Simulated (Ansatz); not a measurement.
Reaction (isomerisation): `N=C=CNB[SiH3]` → `C=N[SiH2]N1BC1`

Computed with Ansatz on PBE0-D4/def2-TZVP structures; ΔE is electronic, products minus reactants. CBS: MP2 limit from def2 TZ/QZ plus the TZ coupled-cluster correction, frozen cores. Functionals use def2-TZVPP. B3LYP here is the variant with VWN-RPA as its local correlation; programs differ in this. One conformer a species, not always the lowest.

Q: Is it downhill or uphill in electronic energy at CCSD(T)/CBS, and by how much? (Estimate.)

A: The calculation gave: Downhill: ΔE = -1.00 eV.

Q: What do these levels give: B3LYP-D4, ωB97X-V, B2PLYP, PBE, r2SCAN, HF/def2-TZVPP, SCS-MP2/def2-TZVPP, CCSD/def2-TZVPP, HF/def2-QZVPP, MP2/def2-QZVPP, SCS-MP2/def2-QZVPP, CCSD/CBS(def2)? (An estimate is asked.)

A: Computed: B3LYP-D4 -0.80, ωB97X-V -0.99, B2PLYP -0.89, PBE -0.56, r2SCAN -0.78, HF/def2-TZVPP -1.10, SCS-MP2/def2-TZVPP -1.09, CCSD/def2-TZVPP -0.98, HF/def2-QZVPP -1.12, MP2/def2-QZVPP -1.16, SCS-MP2/def2-QZVPP -1.13, CCSD/CBS(def2) -1.05 eV.

Largest T1 diagnostic among the species: 0.016.

From PBE to PBE0 (25 % exact exchange), in def2-TZVPP and without D4, ΔE moves by −0.19 eV. The D4 term adds −0.06 eV with B3LYP and −0.03 eV with PBE0; it sums over pairs of atoms, weighted by their polarisabilities, and B3LYP, whose exchange is more repulsive, gets the larger term.
